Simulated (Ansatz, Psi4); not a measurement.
Here is a job for Ansatz (an electronic-structure program).
Ansatz 0.2 input:
```yaml
crystal:
  periodic: [false, false, false]
  atoms:
    - {symbol: C, position_ang: [0.01083306, 0.77896196, 0.01718417]}
    - {symbol: N, position_ang: [-0.00980468, -0.70501536, -0.01555288]}
    - {symbol: H, position_ang: [-1.00520895, 1.16711175, 0.00210253]}
    - {symbol: H, position_ang: [-0.51586148, -1.07647662, 0.79977181]}
    - {symbol: H, position_ang: [-0.47723789, -1.04020507, -0.86877347]}
    - {symbol: H, position_ang: [0.50617443, 1.12581341, 0.92137446]}
    - {symbol: H, position_ang: [0.54711375, 1.16425966, -0.84721029]}
    - {symbol: H, position_ang: [0.94865455, -1.07916738, -0.00149988]}
basis:
  gaussian:
    orbitals: def2-SVPD
hamiltonian:
  xc: {name: wB97M-V}
total_charge: 1
accuracy: high
```

### Question
Give the equivalent Psi4 input.

### Answer
Several could match; the one computed here: 
```
memory 2 GB

molecule mol {
1 1
  C     0.010833    0.778962    0.017184
  N    -0.009805   -0.705015   -0.015553
  H    -1.005209    1.167112    0.002103
  H    -0.515861   -1.076477    0.799772
  H    -0.477238   -1.040205   -0.868773
  H     0.506174    1.125813    0.921374
  H     0.547114    1.164260   -0.847210
  H     0.948655   -1.079167   -0.001500
}

set basis def2-svpd
set reference rks
set scf_type pk
set puream true
set d_convergence 1e-8
set dft_radial_points 99
set dft_spherical_points 590

energy('wb97m-v')
print_variables()
```

Both were run: Ansatz gave -96.083511 Eh and Psi4 -96.083510 Eh, 0.001 mEh apart.
